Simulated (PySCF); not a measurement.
BiF3, singlet, at a GFN2-xTB geometry (such geometries of metal compounds can be far from the true shape) (core potentials on Bi). Base run: SVWN5/def2-SV(P) run with PySCF.

Here is a job for PySCF.
```python
from pyscf import gto, scf, dft

mol = gto.Mole()
mol.atom = '''
    Bi    0.002834   -0.004030    0.273107
    F    -1.352636   -1.009807   -0.840693
    F    -0.221867    1.687162   -0.812624
    F     1.548371   -0.640186   -0.865338
'''
mol.basis = 'def2-sv(p)'
mol.ecp = {'Bi': 'def2-sv(p)'}
mol.charge = 0
mol.spin = 0
mol.verbose = 4
mol.build()

mf = dft.RKS(mol)
mf.xc = 'lda,vwn'
mf.kernel()
mf.analyze()
```

Each row names what was changed in the base input (with any setting that the change needs).

```json
[
 {"change": "base", "E (Eh)": "-511.82286", "HOMO (eV)": "-8.36", "HOMO-LUMO gap (eV)": "5.68", "dipole (D)": "5.00", "core-seconds (rough)": "2"},
 {"change": "functional = b97m_v", "E (Eh)": "-513.86956", "HOMO (eV)": "-8.59", "HOMO-LUMO gap (eV)": "6.25", "dipole (D)": "5.57", "core-seconds (rough)": "80"},
 {"change": "functional = m062x", "E (Eh)": "-513.73210", "HOMO (eV)": "-11.41", "HOMO-LUMO gap (eV)": "10.56", "dipole (D)": "6.02", "core-seconds (rough)": "4"},
 {"change": "functional = m06", "E (Eh)": "-513.93561", "HOMO (eV)": "-9.82", "HOMO-LUMO gap (eV)": "7.94", "dipole (D)": "5.99", "core-seconds (rough)": "4"},
 {"change": "functional = bp86", "E (Eh)": "-514.14022", "HOMO (eV)": "-8.23", "HOMO-LUMO gap (eV)": "5.73", "dipole (D)": "5.04", "core-seconds (rough)": "3"},
 {"change": "functional = x3lyp", "E (Eh)": "-513.89983", "HOMO (eV)": "-9.56", "HOMO-LUMO gap (eV)": "7.63", "dipole (D)": "5.51", "core-seconds (rough)": "3"},
 {"change": "functional = mn15", "E (Eh)": "-513.27963", "HOMO (eV)": "-10.54", "HOMO-LUMO gap (eV)": "9.36", "dipole (D)": "5.72", "core-seconds (rough)": "3"},
 {"change": "functional = blyp; dispersion = d4", "E (Eh)": "-513.94791", "HOMO (eV)": "-7.94", "HOMO-LUMO gap (eV)": "5.63", "dipole (D)": "5.01", "core-seconds (rough)": "3"},
 {"change": "functional = pbe; dispersion = d3bj", "E (Eh)": "-513.74049", "HOMO (eV)": "-8.09", "HOMO-LUMO gap (eV)": "5.70", "dipole (D)": "5.03", "core-seconds (rough)": "3"},
 {"change": "functional = blyp; dispersion = d3bj", "E (Eh)": "-513.94650", "HOMO (eV)": "-7.94", "HOMO-LUMO gap (eV)": "5.63", "dipole (D)": "5.01", "core-seconds (rough)": "3"},
 {"change": "functional = wb97x_v", "E (Eh)": "-513.84576", "HOMO (eV)": "-12.02", "HOMO-LUMO gap (eV)": "12.34", "dipole (D)": "5.68", "core-seconds (rough)": "70"},
 {"change": "functional = m06l", "E (Eh)": "-514.09085", "HOMO (eV)": "-8.45", "HOMO-LUMO gap (eV)": "6.36", "dipole (D)": "5.69", "core-seconds (rough)": "4"},
 {"change": "functional = b3lyp5", "E (Eh)": "-513.86243", "HOMO (eV)": "-9.40", "HOMO-LUMO gap (eV)": "7.49", "dipole (D)": "5.48", "core-seconds (rough)": "3"}
]
```

Total energies compare only within one method and basis.
